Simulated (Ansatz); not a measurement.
Ansatz (a first-principles code) input file for C2H4Cl2Sn, SMILES [Cl][SnH]([CH]=C)[Cl], PBE0/def2-SVPD. Geometry optimised at PBE0-D3(BJ)/def2-SVP. The structure was generated by enumeration; whether it is a known compound was not checked. The def2 effective core potentials stand for the cores of Sn; spin–orbit coupling is left out. One conformer was computed; it need not be the lowest.

Ansatz 0.2 input:
```yaml
crystal:
  periodic: [false, false, false]
  atoms:
    - {symbol: Sn, position_ang: [0.24213623, -0.11711220, 0.39519157]}
    - {symbol: Cl, position_ang: [-0.59374520, 2.03572519, -0.04718632]}
    - {symbol: Cl, position_ang: [1.70946411, -0.65555181, -1.35877610]}
    - {symbol: C, position_ang: [-1.44555783, -1.39291211, 0.29925802]}
    - {symbol: C, position_ang: [-2.65646778, -0.89707077, 0.03919754]}
    - {symbol: H, position_ang: [1.19057237, -0.02619976, 1.80885115]}
    - {symbol: H, position_ang: [-1.29414326, -2.46740668, 0.45175672]}
    - {symbol: H, position_ang: [-3.53673499, -1.54733268, -0.02382333]}
    - {symbol: H, position_ang: [-2.82157326, 0.17349890, -0.12573487]}
basis:
  gaussian:
    orbitals: def2-SVPD
hamiltonian:
  xc: {name: PBE0}
```

Log of the run:

```
WARN ansatz: RAYON_NUM_THREADS=1 ignored (pool sized by the plan → 1); use --threads N
Functional definition: PBE0
integrals: 0.12 GiB planned
1581 factors; their error is unknown
mean field: 0.94 GiB planned
mean field evaluation 1: about -32992.6553 eV, gradient 4.3e1 eV
mean field evaluation 2: about -32989.3696 eV, gradient 5.4e1 eV
mean field evaluation 4: about -32997.5314 eV, gradient 1.6e0 eV
mean field evaluation 8: about -32997.5408 eV, gradient 1.1e-1 eV
mean field evaluation 16: about -32997.7574 eV, gradient 1.7e-4 eV
mean field -32997.75743612 eV, -1212.6452190942 hartree, gradient 9.9e-6 eV, S^2 0.000000; 0 other end points of the search recorded, 0 dependent functions left out
reference -32997.75747709 eV, -1212.6452205999 hartree; 36, 36 occupied and 122, 122 virtual orbitals, 1581 factors
Total energy: -32997.75747709 eV, -1212.6452205999 hartree
```

The run converged.
